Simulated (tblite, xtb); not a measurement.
CH$_{4}$N (SMILES C[NH-]), charge -1, singlet, at a GFN2-xTB geometry. Base run: GFN1-xTB (xtb 6.7.1).

The xtb input:
```
$ xtb mol.xyz --gfn 1 --chrg -1 --json

# file mol.xyz
6

C      0.03918329     0.57726037     0.02256172
N      0.01386466    -0.79320152     0.08399166
H     -0.98685864     1.16240067     0.02218520
H     -0.49443487    -1.14362403    -0.75261679
H      0.57583997     0.97766943     0.90352376
H      0.57330122     1.09240237    -0.89640406
```

Programs used: tblite, xtb; a row that names a program was run with it.

Each row names what was changed in the base input (with any setting that the change needs).

```csv
change,ΔE vs base (kcal/mol),HOMO-LUMO gap (eV),G_solv (kcal/mol),SCF cycles
base,0.000,4.02,-,10
alpb = methanol,-66.7,4.47,-67.36,9
etemp = 3000,-0.010,4.02,-,10
acc = 0.1,0.000,4.02,-,12
"program = tblite; method = gfn1; option = (--alpb, water)",-64.3,-,-,-
alpb = dmf,-60.93,4.28,-61.17,9
etemp = 5000,-0.372,4.09,-,9
file = coord,0.000,4.02,-,10
```

ALPB and GBSA are two models with their own fitted parameters for each solvent, which aren't always the measured dielectric constant.
